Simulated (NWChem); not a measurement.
# BI3; SMILES IB(I)I

```xyz
4

B      0.0000     0.0000    -0.0009
I      0.5464     2.0483    -0.0009
I      1.5007    -1.4974    -0.0009
I     -2.0471    -0.5510    -0.0009
```
Atoms are numbered in this order, from 1.

All runs use the structure optimised with PBE0/def2-SVP. No frequency run checked for a minimum. def2 effective core potentials on I; no spin-orbit coupling.

List the 4 lowest vertical singlet excitations from PBE0/def2-SVPD with def2 effective core potentials on I, TDA (NWChem).


```
state  energy (eV)  oscillator strength  leading excitation (squared amplitude)
-----  -----------  -------------------  --------------------------------------
S1            3.50                0.000                      HOMO → LUMO (1.00)
S2            4.18                0.000                    HOMO−3 → LUMO (1.00)
S3            4.18                0.000                    HOMO−4 → LUMO (1.00)
S4            4.65                0.151                    HOMO−2 → LUMO (0.60)
```
